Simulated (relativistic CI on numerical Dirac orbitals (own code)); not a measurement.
**One change at a time: Hf36+**

Base calculation: Dirac-Coulomb-Breit CI, KLI orbitals optimised for each configuration, model QED (radiative potential, 1s self-energy scaled to tabulated hydrogen-like ionisation energies), unscaled Slater integrals.

Configuration list (outside the closed core [Ar] 3d10): 4s2.4p6, 4s2.4p5.4d, 4s.4p6.4d, 4s2.4p5.4f, 4s.4p6.4f, 4p6.4d.4f, 4s2.4p5.5s, 4s2.4p5.5p, 4s.4p6.5s, 4s2.4p5.5d, 4s.4p6.5p, 4s2.4p5.5f, 4s2.4p5.5g, 4s.4p6.5d, 4p6.4f.5s, 4s2.4p5.6s, 4s.4p6.5f, 4s2.4p5.6p, 4s.4p6.5g, 4s2.4p5.6d, 4s2.4p5.6f, 4p6.4d2, 4p5.4d3, 4p5.4d2.4f, 4p5.4d2.5s, 4p5.4d2.5p, 4p6.4f2, 4p5.4d.4f2, 4p5.4f3, 4p5.4f2.5s, 4p5.4f2.5p, 4p6.4d.5s, 4p5.4d.4f.5s, 4p5.4d.5s2, 4p5.4d.5s.5p. Double excitations out of closed p, d and f shells are left out; levels of such configurations are missing from the list, as are those of other unlisted configurations, and high levels can miss mixing partners. These lack a partner that the ground configuration has and come out too high: 4s2.4p5.5d, 4s2.4p5.5f, 4s2.4p5.5g, 4s2.4p5.6s, 4s2.4p5.6p.

Variants: (1) only the first 3 configurations. Shifts of the energy above 4s2.4p6 1S_0, in cm⁻¹, for the lowest level and the first level of each name with at least 55 % of one term (blank where a level changes its place among those of its configuration and J or its character, or is not in the variant):

```csv
Level,Base,Δ(1)
4s2.4p6 1S_0,0,0
4s2.4p5.4d 3P°_0,1141635,-719
4s2.4p5.4d 3P°_1,1176115,-694
4s2.4p5.4d 3F°_3,1200508,+1585
4s2.4p5.4d 3F°_4,1305171,+2805
4s2.4p5.4d 3D°_3,1369282,-436
4s2.4p5.4d 3F°_2,1823064,+2454
4s2.4p5.4d 1P°_1,2006680,-213
4s.4p6.4d 3D_1,2603704,+90631
4s.4p6.4d 3D_2,2646229,+72343
4s2.4p5.4f 3G_4,2793391,
4s2.4p5.4f 3G_5,2806656,
4s2.4p5.4f 3D_1,2844496,
4s2.4p5.4f 3F_4,2861486,
```

At this charge energies of transitions that change n are usually good to better than 1 %, and those within a shell (Δn = 0) to a few per cent.

Ionisation energy from the two ground configurations alone: base 1668.73 eV. The NIST ASD value (theoretical) is 1669 eV.

LS names give the leading component of a level, which can be under half, so a name can repeat, a term be missing and a line seem to break the LS rules.
